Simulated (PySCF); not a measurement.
Correlation energy of Ga⁺ (gallium, charge +1)

[Ar] 3d10 4s2, closed-shell 1S. Computed with PySCF 2.14 in def2-SVP, with the non-relativistic Hamiltonian (point nucleus). Frozen: [Ar] 3d10; 2 electrons correlated.

Total MP2 correlation energy: -24.49 mhartree.

Same-spin part 0.00 and opposite-spin part -24.49 mhartree; SCS-MP2 scales them by 1/3 and 6/5 to -29.39 mhartree.

With two correlated electrons CCSD is exact within the correlated space (frozen core and kept virtual orbitals).

```csv
level,correlation energy (mhartree)
CCSD,-36.46
```

Diagnostics: T1 = 0.0069, D1 = 0.0098, largest double amplitude 0.103.

Problem. Is a single reference adequate?

Solution. Mostly. T1 lies below 0.03, but a double amplitude of this size points to a near-degeneracy that CCSD handles and MP2 describes poorly.
